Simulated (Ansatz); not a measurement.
Basis-set extrapolation for BFH₂OSi, SMILES `FB1O[SiH2]1` (PBE0-D4/def2-TZVP geometry, frozen core, Ansatz 0.2.0). Multiplicity 1, RHF reference.

```
                      def2-TZVPP   def2-QZVPP
                 HF  -489.259123  -489.277487
    MP2 correlation    -0.690700    -0.748698
CCSD(T) correlation    -0.735246      not run
```

Energies in hartree. Use E(X) = E(∞) + A·exp(−7.88·√X) for Hartree–Fock and E(X) = E(∞) + B·X^(−2.97) for correlation, with X = 3 and 4, and add CCSD(T) minus MP2 of the smaller set to the MP2 limit.

Problem. What is the CCSD(T) energy at the basis-set limit?

Solution. HF limit: -489.277487 + (-0.018364) × 0.13774 = -489.28002. MP2 limit: -0.748698 + (-0.057998) × 0.74074 = -0.79166. Higher-order term: -0.735246 − (-0.690700) = -0.04455. Total: -490.11623 hartree, 76.5 kcal/mol below CCSD(T)/def2-TZVPP.
